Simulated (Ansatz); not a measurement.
A made-up structure of GeH3S (charge +1), singlet:

```csv
atom,x (Å),y (Å),z (Å)
S1,0.0467,-1.4202,0.6230
Ge2,-0.3403,0.4174,-0.3318
H3,1.2826,-1.0605,1.0332
H4,-0.5547,-2.5374,1.1126
H5,0.7084,1.5192,-0.3211
```

It is relaxed with PBE-D4/def2-SVP and then PBE0-D4/def2-TZVP (Ansatz 0.2.0). Atoms count as bonded within 1.22 times the sum of their covalent radii (H–H: 0.88 Å). The end point is not checked to be a true minimum.

(1) Does its bonding change? (Judge from chemistry; the calculation decides.)

## Answers

(1) The calculation gives: No: no bond forms or breaks.

Where it ends: The first stage lowers the energy by 2.46 eV in 12 steps. It ends as GeH₃S ([SH2][GeH]), total charge +1:
```xyz
5
angstrom
S 0.4312 -1.5352 0.2949
Ge -0.7264 0.5715 -0.2751
H 1.1957 -1.1391 1.3336
H -0.5019 -2.1498 1.0505
H 0.7440 1.1710 -0.2879
```

Labels in which every atom is bracketed show which atoms are joined, not bond orders.

For scale, one of the runs: PBE0-D4/def2-TZVP relaxation, 103 basis functions, launched by `ansatz run in.yaml --threads 2 --pin off --events-out ev --progress --plain --max-ram 4352MiB`. The run took about 11 s on 2 CPU threads of an Arm Neoverse V1 (shared host).
